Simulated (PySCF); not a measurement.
Predicted microwave data (PBE0/pcSseg-1 in PySCF (dipole) on a GFN2-xTB geometry, gas phase) for one isomer of C5H13F2NSi2:

| Quantity | Value |
| --- | --- |
| Rotational constants | A = 1636, B = 603.9, C = 499.7 MHz |
| Dipole components | \|μa\| = 2.31 D, \|μb\| = 0.94 D, \|μc\| = 0.83 D |
| Inertial defect | -134.43 u·Å² |
| κ | -0.82 |

Problem. Which candidate fits, each taken in the one conformer that was computed?
A. `[CH3:1][N:2]([CH3:3])[Si@@:4]1([F:5])[CH2:6][C@@H:7]([F:8])[CH2:9][SiH2:10]1` with C1–N2–Si4–F5 37°, N2–Si4–C6–C7 112°, Si4–C6–C7–F8 -71°, C6–C7–C9–Si10 -53°, C7–C9–Si10–Si4 29°
B. `[CH3:1][Si@@H:2]1[CH2:3][CH2:4][C@@H:5]([CH:6]([F:7])[F:8])[Si@H:9]1[NH2:10]` with C4–C5–C6–F7 172°, C5–Si9–N10–H -63° and 162°, C1–Si2–C3–C4 -148°, Si2–C3–C4–C5 53°, C3–C4–C5–C6 -176°, C4–C5–Si9–N10 -86°

Solution. B. It is C[Si@@H]1CC[C@@H](C(F)F)[Si@H]1N, an asymmetric top, point group C1. The candidates at the same level (rigid rotor, commonest isotopes):

```
                           SMILES  A (MHz)  B (MHz)  C (MHz)  μa (D)  μb (D)  μc (D)  Δ (u·Å²)  point group           rotor
 C[Si@@H]1CC[C@@H](C(F)F)[Si@H]1N     1636    603.9    499.7    2.31    0.94    0.83   -134.43           C1  asymmetric top
CN(C)[Si@@]1(F)C[C@@H](F)C[SiH2]1     1364    757.8    650.4    0.32    0.41    0.06   -260.58           C1  asymmetric top
```

`CN(C)[Si@@]1(F)C[C@@H](F)C[SiH2]1` has C 30 % too high. No structure here is proved a minimum.
